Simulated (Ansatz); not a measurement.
Method: PBE-D3(BJ)/def2-SVP run with Ansatz (a program for electronic structure). No frequencies were computed at this level.

Ansatz 0.2 input:
```yaml
crystal:
  periodic: [false, false, false]
  atoms:
    - { symbol: C, position_ang: [-3.060242, 2.206552, 0.615894] }
    - { symbol: C, position_ang: [-2.050502, 1.583428, 0.428685] }
    - { symbol: C, position_ang: [-0.841894, 0.880989, 0.211332] }
    - { symbol: C, position_ang: [0.353538, 1.589095, 0.211343] }
    - { symbol: C, position_ang: [1.529547, 0.893602, -0.001931] }
    - { symbol: S, position_ang: [3.144236, 1.54485, -0.048714] }
    - { symbol: C, position_ang: [3.791277, -0.03524, -0.349491] }
    - { symbol: C, position_ang: [2.852514, -1.001226, -0.412273] }
    - { symbol: C, position_ang: [1.531494, -0.498911, -0.215431] }
    - { symbol: C, position_ang: [0.314661, -1.181832, -0.209609] }
    - { symbol: C, position_ang: [-0.876495, -0.515599, 0.000553] }
    - { symbol: Si, position_ang: [-2.528018, -1.429226, 0.010517] }
    - { symbol: H, position_ang: [-3.948912, 2.740009, 0.777972] }
    - { symbol: H, position_ang: [0.358991, 2.6563, 0.374346] }
    - { symbol: H, position_ang: [4.853403, -0.136343, -0.461381] }
    - { symbol: H, position_ang: [3.06952, -2.039353, -0.591006] }
    - { symbol: H, position_ang: [0.313916, -2.250044, -0.37318] }
    - { symbol: H, position_ang: [-3.171297, -1.260931, 1.314477] }
    - { symbol: H, position_ang: [-3.385934, -0.898704, -1.050125] }
    - { symbol: H, position_ang: [-2.249802, -2.847414, -0.231979] }
basis:
  gaussian: { orbitals: def2-svp }
hamiltonian:
  xc: pbe
  dispersion: d3bj
relax:
  max_steps: 150
```

Output:

```
Functional definition: PBE
2445 factors; their error is unknown
mean field evaluation 1: about -29152.0555 eV, gradient 9.0e1 eV
mean field evaluation 2: about -29049.1384 eV, gradient 2.0e2 eV
mean field evaluation 4: about -29171.4432 eV, gradient 4.0e1 eV
mean field evaluation 8: about -29175.7633 eV, gradient 8.6e-1 eV
mean field evaluation 16: about -29175.6089 eV, gradient 2.6e-2 eV
mean field -29175.60894911 eV, -1072.1838529419 hartree, gradient 1.8e-5 eV, S^2 0.000000; 0 other end points of the search recorded, 0 dependent functions left out
reference -29175.60899477 eV, -1072.1838546197 hartree; 49, 49 occupied and 167, 167 virtual orbitals, 2445 factors
relax step   1: F+E_penalty+E_count = -29176.36098361 eV  Δ(F+E_penalty+E_count) = +0.000e0 eV  max|allowed force component| = 1.647e0 eV/Å  Δτ_max = 0.0000 Å  (37 SCF iters, accepted)
these checks for a lower state are left out or cut short: starts, cluster_reference, orbital_swaps, neighbouring_geometries, increment
2445 factors; their error is unknown
mean field evaluation 32: about -29175.8366 eV, gradient 1.7e-5 eV
mean field -29175.83655378 eV, -1072.1922172593 hartree, gradient 1.7e-5 eV, S^2 0.000000; 0 other end points of the search recorded, 0 dependent functions left out
reference -29175.83660026 eV, -1072.1922189671 hartree; 49, 49 occupied and 167, 167 virtual orbitals, 2445 factors
relax step   2: F+E_penalty+E_count = -29176.58208009 eV  Δ(F+E_penalty+E_count) = -2.211e-1 eV  max|allowed force component| = 2.393e-1 eV/Å  Δτ_max = 0.0785 Å  (36 SCF iters, accepted)
these checks for a lower state are left out or cut short: starts, cluster_reference, orbital_swaps, neighbouring_geometries, increment
2445 factors; their error is unknown
mean field -29175.85473212 eV, -1072.1928853008 hartree, gradient 1.7e-5 eV, S^2 0.000000; 0 other end points of the search recorded, 0 dependent functions left out
reference -29175.85477881 eV, -1072.1928870165 hartree; 49, 49 occupied and 167, 167 virtual orbitals, 2445 factors
relax step   3: F+E_penalty+E_count = -29176.59829042 eV  Δ(F+E_penalty+E_count) = -1.621e-2 eV  max|allowed force component| = 1.424e-1 eV/Å  Δτ_max = 0.0225 Å  (36 SCF iters, accepted)
these checks for a lower state are left out or cut short: starts, cluster_reference, orbital_swaps, neighbouring_geometries, increment
2445 factors; their error is unknown
mean field -29175.85542934 eV, -1072.1929109231 hartree, gradient 1.7e-5 eV, S^2 0.000000; 0 other end points of the search recorded, 0 dependent functions left out
reference -29175.85547602 eV, -1072.1929126384 hartree; 49, 49 occupied and 167, 167 virtual orbitals, 2445 factors
relax step   4: F+E_penalty+E_count = -29176.59896390 eV  Δ(F+E_penalty+E_count) = -6.735e-4 eV  max|allowed force component| = 6.919e-2 eV/Å  Δτ_max = 0.0101 Å  (37 SCF iters, accepted)
these checks for a lower state are left out or cut short: starts, cluster_reference, orbital_swaps, neighbouring_geometries, increment
2445 factors; their error is unknown
mean field -29175.85597721 eV, -1072.1929310570 hartree, gradient 1.7e-5 eV, S^2 0.000000; 0 other end points of the search recorded, 0 dependent functions left out
reference -29175.85602385 eV, -1072.1929327710 hartree; 49, 49 occupied and 167, 167 virtual orbitals, 2445 factors
relax step   5: F+E_penalty+E_count = -29176.59967533 eV  Δ(F+E_penalty+E_count) = -7.114e-4 eV  max|allowed force component| = 7.564e-2 eV/Å  Δτ_max = 0.0257 Å  (36 SCF iters, accepted)
these checks for a lower state are left out or cut short: starts, cluster_reference, orbital_swaps, neighbouring_geometries, increment
2445 factors; their error is unknown
mean field -29175.85604298 eV, -1072.1929334739 hartree, gradient 1.7e-5 eV, S^2 0.000000; 0 other end points of the search recorded, 0 dependent functions left out
reference -29175.85608958 eV, -1072.1929351866 hartree; 49, 49 occupied and 167, 167 virtual orbitals, 2445 factors
relax step   6: F+E_penalty+E_count = -29176.59994270 eV  Δ(F+E_penalty+E_count) = -2.674e-4 eV  max|allowed force component| = 4.498e-2 eV/Å  Δτ_max = 0.0168 Å  (36 SCF iters, accepted)
these checks for a lower state are left out or cut short: starts, cluster_reference, orbital_swaps, neighbouring_geometries, increment
2445 factors; their error is unknown
mean field evaluation 64: about -29175.8559 eV, gradient 2.5e-4 eV
mean field -29175.85589266 eV, -1072.1929279498 hartree, gradient 1.7e-5 eV, S^2 0.000000; 0 other end points of the search recorded, 0 dependent functions left out
reference -29175.85593924 eV, -1072.1929296617 hartree; 49, 49 occupied and 167, 167 virtual orbitals, 2445 factors
relax step   7: F+E_penalty+E_count = -29176.60003648 eV  Δ(F+E_penalty+E_count) = -9.378e-5 eV  max|allowed force component| = 2.061e-2 eV/Å  Δτ_max = 0.0151 Å  (36 SCF iters, accepted)
these checks for a lower state are left out or cut short: starts, cluster_reference, orbital_swaps, neighbouring_geometries, increment
2445 factors; their error is unknown
mean field -29175.85589129 eV, -1072.1929278994 hartree, gradient 1.7e-5 eV, S^2 0.000000; 0 other end points of the search recorded, 0 dependent functions left out
reference -29175.85593787 eV, -1072.1929296112 hartree; 49, 49 occupied and 167, 167 virtual orbitals, 2445 factors
relax step   8: F+E_penalty+E_count = -29176.60008063 eV  Δ(F+E_penalty+E_count) = -4.416e-5 eV  max|allowed force component| = 9.779e-3 eV/Å  Δτ_max = 0.0042 Å  (37 SCF iters, accepted)
2445 factors; their error is unknown
mean field evaluation 96: about -29175.8559 eV, gradient 2.3e-3 eV
mean field -29175.85589129 eV, -1072.1929278994 hartree, gradient 2.0e-5 eV, S^2 0.000000; 1 other end points of the search recorded, 0 dependent functions left out
reference -29175.85593787 eV, -1072.1929296111 hartree; 49, 49 occupied and 167, 167 virtual orbitals, 2445 factors
Total energy: -29176.60012721 eV, -1072.2202780652 hartree
Atom 0 at    -3.132955     2.214701     0.623541 Å, force    -0.009779     0.006061     0.001920 eV/Å
Atom 1 at    -2.066009     1.638545     0.438681 Å, force     0.009128    -0.007291    -0.000257 eV/Å
Atom 2 at    -0.846163     0.926882     0.219351 Å, force    -0.005315     0.006718    -0.006307 eV/Å
Atom 3 at     0.380154     1.623219     0.214149 Å, force     0.000621    -0.003480     0.002524 eV/Å
Atom 4 at     1.562726     0.904070    -0.003350 Å, force    -0.008416     0.004974     0.000303 eV/Å
Atom 5 at     3.192079     1.544803    -0.053280 Å, force    -0.002280    -0.002415     0.000779 eV/Å
Atom 6 at     3.845184    -0.045951    -0.355933 Å, force     0.008071    -0.002677    -0.002620 eV/Å
Atom 7 at     2.884125    -1.025193    -0.418886 Å, force    -0.003487     0.001809     0.001816 eV/Å
Atom 8 at     1.555461    -0.509216    -0.219187 Å, force     0.006396    -0.000793    -0.000757 eV/Å
Atom 9 at     0.312626    -1.186103    -0.210114 Å, force    -0.002376     0.001153     0.000045 eV/Å
Atom 10 at    -0.886296    -0.495739     0.004355 Å, force     0.003137    -0.007158     0.003561 eV/Å
Atom 11 at    -2.535059    -1.421203     0.012304 Å, force    -0.000677     0.003449     0.000846 eV/Å
Atom 12 at    -4.072160     2.724123     0.786670 Å, force     0.001393     0.000691    -0.000168 eV/Å
Atom 13 at     0.391632     2.709697     0.379439 Å, force    -0.000252     0.000329     0.000230 eV/Å
Atom 14 at     4.930272    -0.161231    -0.472065 Å, force     0.000413    -0.001138    -0.000255 eV/Å
Atom 15 at     3.107749    -2.084986    -0.601600 Å, force     0.001764     0.000047     0.000075 eV/Å
Atom 16 at     0.299113    -2.275098    -0.375548 Å, force     0.001007    -0.000314    -0.001012 eV/Å
Atom 17 at    -3.235008    -1.287307     1.336557 Å, force    -0.000605     0.000072     0.000330 eV/Å
Atom 18 at    -3.453214    -0.918726    -1.067518 Å, force    -0.000735    -0.000690    -0.000312 eV/Å
Atom 19 at    -2.234254    -2.875286    -0.237568 Å, force     0.001991     0.000653    -0.000742 eV/Å
Dipole moment:     0.296548    -0.022167    -0.030395 e Å
```

Cost: around 2.1 core-minutes (rough).
